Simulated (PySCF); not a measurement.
Geometry:
| atom | x (Å) | y (Å) | z (Å) |
| --- | --- | --- | --- |
| O1 | -2.078 | 2.054 | 0.060 |
| C2 | -1.877 | 0.868 | -0.042 |
| C3 | -0.508 | 0.305 | 0.003 |
| C4 | -0.248 | -1.020 | -0.067 |
| Si5 | 1.465 | -1.794 | -0.019 |
| C6 | 2.769 | -0.467 | 0.130 |
| C7 | 2.508 | 0.852 | 0.208 |
| Si8 | 0.813 | 1.654 | 0.182 |
| C9 | -3.099 | -0.067 | -0.228 |
| F10 | -4.217 | 0.629 | -0.289 |
| F11 | -2.982 | -0.777 | -1.353 |
| F12 | -3.187 | -0.925 | 0.793 |
| H13 | -1.089 | -1.720 | -0.164 |
| H14 | 1.650 | -2.601 | -1.265 |
| H15 | 1.522 | -2.745 | 1.135 |
| H16 | 3.819 | -0.793 | 0.159 |
| H17 | 3.364 | 1.538 | 0.296 |
| H18 | 0.732 | 2.604 | -0.966 |
| H19 | 0.604 | 2.411 | 1.451 |

- shieldings: GIAO PBE/pcSseg-2
- structure optimised with PBE0-D3(BJ)/def2-SVP
- program: PySCF 2.14.0 with density-fitted response routines
- rapidly exchanging positions averaged, non-relativistic, gas phase, one conformer

Chemical shifts δ = σref − σ; TMS for ¹³C (σref 179.39) and ¹H (σref 31.18) and ²⁹Si (σref 323.43); H2O for ¹⁷O (σref 327.88); CFCl3 for ¹⁹F (σref 142.93), all at this level.

```csv
atoms,nucleus,count,δ (ppm)
C2,¹³C,1,193.1
H17,¹H,1,7.63
H18/H19,¹H,2,?
C4,¹³C,1,178.3
C6,¹³C,1,152.8
C9,¹³C,1,129.6
C7,¹³C,1,?
H16,¹H,1,?
H14/H15,¹H,2,?
Si5,²⁹Si,1,-73.9
F10/F11/F12,¹⁹F,3,?
C3,¹³C,1,162.5
H13,¹H,1,8.79
Si8,²⁹Si,1,-77.9
O1,¹⁷O,1,647.5
```

Fill in the missing shifts.

Results:


- C7: 161.9 ppm, alkene CH; an sp2 carbon of a C=C bond
- H16: 7.35 ppm, hydrogen on an alkene CH; a vinylic proton, deshielded by the sp2 carbon and the C=C anisotropy
- H14/H15: 4.91 ppm, hydrogen on a silicon bonded to 2 C, in a 6-membered ring
- H18/H19: 4.80 ppm, hydrogen on a silicon bonded to 2 C, in a 6-membered ring
- F10/F11/F12: -94.5 ppm, fluorine of a CF3 group

Shifts are as computed, not scaled to solution data. Of 1313 compounds with measured shifts, 239 miss one by over three times the rms of a fit or turn the order of signals round; such compounds aren't used in these exercises. Unscaled 19F shifts against computed CFCl3 carry errors that often reach 10 to 50 ppm. Unscaled 17O shifts of doubly bonded oxygen tend to come out too high, by tens of ppm or more. Experimental scales use liquid or dissolved standards, which lie at an offset from isolated H2O (liquid H2O: subtract about 36 ppm).
